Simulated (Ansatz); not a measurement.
Input for Ansatz (a quantum-chemistry and plane-wave program): U-B3LYP-D3(BJ)/def2-TZVP on O2 (SMILES O=O).

Ansatz 0.2 input:
```yaml
crystal:
  periodic: [false, false, false]
  atoms:
    - {symbol: O, position_ang: [0.00000000, 0.00000000, 0.62300000]}
    - {symbol: O, position_ang: [0.00000000, 0.00000000, -0.62300000]}
basis:
  gaussian:
    orbitals: def2-TZVP
hamiltonian:
  xc: b3lyp
  dispersion: d3bj
magnetization: {spin_polarized: true, initial_magnetization: 2}
relax: {f_tol: 0.004, max_steps: 120}
```

The log:

```
WARN ansatz: RAYON_NUM_THREADS=4 ignored (pool sized by the plan → 4); use --threads N
Functional definition: B3LYP
integrals: 0.01 GiB planned
302 factors; their error is unknown
mean field: 0.14 GiB planned
mean field evaluation 1: about -4091.8078 eV, gradient 1.2e1 eV
mean field evaluation 2: about -4092.0657 eV, gradient 7.7e0 eV
mean field evaluation 4: about -4092.2380 eV, gradient 3.2e-1 eV
mean field evaluation 8: about -4092.2514 eV, gradient 2.1e-3 eV
mean field -4092.25138781 eV, -150.3874646745 hartree, gradient 1.4e-5 eV, S^2 2.009458; 0 other end points of the search recorded, 0 dependent functions left out
the calculation of the forces begins
reference -4092.25151949 eV, -150.3874695134 hartree; 9, 7 occupied and 53, 55 virtual orbitals, 302 factors
relax step   1: F+E_penalty+E_count = -4092.26378067 eV  Δ(F+E_penalty+E_count) = +0.000e0 eV  max|allowed force component| = 2.846e0 eV/Å  Δτ_max = 0.0000 Å  (26 SCF iters, accepted)
these checks for a lower state are left out or cut short: starts, cluster_reference, orbital_swaps, neighbouring_geometries, increment
integrals: 0.01 GiB planned
302 factors; their error is unknown
mean field: 0.14 GiB planned
mean field evaluation 16: about -4092.2953 eV, gradient 1.9e-2 eV
mean field -4092.30895878 eV, -150.3895803684 hartree, gradient 2.0e-5 eV, S^2 2.009041; 0 other end points of the search recorded, 0 dependent functions left out
the calculation of the forces begins
reference -4092.30909007 eV, -150.3895851933 hartree; 9, 7 occupied and 53, 55 virtual orbitals, 302 factors
relax step   2: F+E_penalty+E_count = -4092.32135345 eV  Δ(F+E_penalty+E_count) = -5.757e-2 eV  max|allowed force component| = 8.428e-1 eV/Å  Δτ_max = 0.0153 Å  (28 SCF iters, accepted)
these checks for a lower state are left out or cut short: starts, cluster_reference, orbital_swaps, neighbouring_geometries, increment
integrals: 0.01 GiB planned
302 factors; their error is unknown
mean field: 0.14 GiB planned
mean field -4092.31364000 eV, -150.3897524001 hartree, gradient 1.8e-5 eV, S^2 2.008867; 0 other end points of the search recorded, 0 dependent functions left out
the calculation of the forces begins
reference -4092.31377117 eV, -150.3897572205 hartree; 9, 7 occupied and 53, 55 virtual orbitals, 302 factors
relax step   3: F+E_penalty+E_count = -4092.32603544 eV  Δ(F+E_penalty+E_count) = -4.682e-3 eV  max|allowed force component| = 1.013e-1 eV/Å  Δτ_max = 0.0062 Å  (29 SCF iters, accepted)
these checks for a lower state are left out or cut short: starts, cluster_reference, orbital_swaps, neighbouring_geometries, increment
integrals: 0.01 GiB planned
302 factors; their error is unknown
mean field: 0.14 GiB planned
mean field evaluation 32: about -4092.2998 eV, gradient 7.7e-5 eV
mean field -4092.31370481 eV, -150.3897547820 hartree, gradient 1.8e-5 eV, S^2 2.008886; 0 other end points of the search recorded, 0 dependent functions left out
the calculation of the forces begins
reference -4092.31383599 eV, -150.3897596028 hartree; 9, 7 occupied and 53, 55 virtual orbitals, 302 factors
relax step   4: F+E_penalty+E_count = -4092.32610018 eV  Δ(F+E_penalty+E_count) = -6.473e-5 eV  max|allowed force component| = 2.506e-3 eV/Å  Δτ_max = 0.0007 Å  (30 SCF iters, accepted)
integrals: 0.01 GiB planned
302 factors; their error is unknown
mean field: 0.14 GiB planned
mean field -4092.31370481 eV, -150.3897547820 hartree, gradient 5.1e-5 eV, S^2 2.008886; 1 other end points of the search recorded, 0 dependent functions left out
the calculation of the forces begins
reference -4092.31383599 eV, -150.3897596028 hartree; 9, 7 occupied and 53, 55 virtual orbitals, 302 factors
Total energy: -4092.32623136 eV, -150.3902151240 hartree
Atom 0 at     0.000000    -0.000000     0.602152 Å, force    -0.000000    -0.000000    -0.002506 eV/Å
Atom 1 at    -0.000000     0.000000    -0.602152 Å, force     0.000000     0.000000     0.002506 eV/Å
Dipole moment:     0.000000     0.000000     0.000000 e Å
```

Self-consistency was reached.

Cost: about 3 core-seconds (a rough figure).
